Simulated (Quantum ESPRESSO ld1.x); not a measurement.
Question: The table gives one normalised radial function P(r) = r R(r) of Mo2+ in [Kr] 4d4 (r in bohr). All-electron calculation, scalar-relativistic Kohn-Sham, revPBE, spin-unpolarised, spherical densities, point nucleus. Program: ld1.x of Quantum ESPRESSO 7.5.

| r | P |
|---|---|
| 0.004619 | 0.0197 |
| 0.006945 | 0.0407 |
| 0.01036 | 0.0815 |
| 0.01558 | 0.1605 |
| 0.02343 | 0.3000 |
| 0.03524 | 0.5159 |
| 0.05257 | 0.7705 |
| 0.07905 | 0.9240 |
| 0.1189 | 0.6745 |
| 0.1773 | -0.1662 |
| 0.2667 | -1.2595 |
| 0.4011 | -1.6552 |
| 0.6031 | -1.0528 |
| 0.8997 | -0.3252 |
| 1.353 | -0.0380 |
| 2.035 | -0.0012 |
| 3.035 | 0.0000 |
| 4.565 | 0.0000 |

Which n and l does it have? It may be an empty orbital.

Answer: n = 3, l = 1: the number of nodes gives n - l - 1 = 1, the rise at small r (about r^(l+1), flatter next to the nucleus through relativity) gives l, and the extent must fit the shell. The curve is that of 3p. 3p: eigenvalue -397.78 eV, 1 radial node at r = 0.167 bohr, <r> = 0.430 bohr, 90 % of the charge inside 0.650 bohr.
